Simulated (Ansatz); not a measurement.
Mulliken charges of GeH6N2Si, SMILES `[NH]1[SiH2][NH][GeH2]1` from B3LYP/def2-TZVPP in Ansatz (PBE0-D4/def2-TZVP geometry).

| atom | x (Å) | y (Å) | z (Å) | charge (e) |
| --- | --- | --- | --- | --- |
| N1 | -0.546 | 0.771 | -0.770 | -0.454 |
| Si2 | 0.441 | -0.629 | -1.017 | 0.530 |
| N3 | 0.594 | -0.827 | 0.697 | -0.454 |
| Ge4 | -0.449 | 0.654 | 1.074 | 0.411 |
| H5 | -0.615 | 1.609 | -1.320 | 0.120 |
| H6 | 1.708 | -0.359 | -1.756 | -0.109 |
| H7 | -0.217 | -1.777 | -1.706 | -0.109 |
| H8 | 0.667 | -1.670 | 1.238 | 0.120 |
| H9 | -1.782 | 0.357 | 1.792 | -0.028 |
| H10 | 0.281 | 1.820 | 1.772 | -0.028 |

By hand: the dipole of these point charges (1 e Å = 4.8032 D).

Σ q r = (-0.087, 0.125, 0.203) e Å, of length 0.254 e Å = 1.22 D.

How does the dipole of the full density compare? (Estimate.)

Ansatz gave: (-0.069, 0.099, 0.162) e Å, 0.97 D; the point charges give 1.26 times that, at 0° from its direction.

Point charges leave out the atoms' own dipoles, such as those of lone pairs, and Mulliken's split depends on the basis, so the two needn't agree.

B3LYP here is the variant with VWN-RPA as its local correlation; programs differ in this.
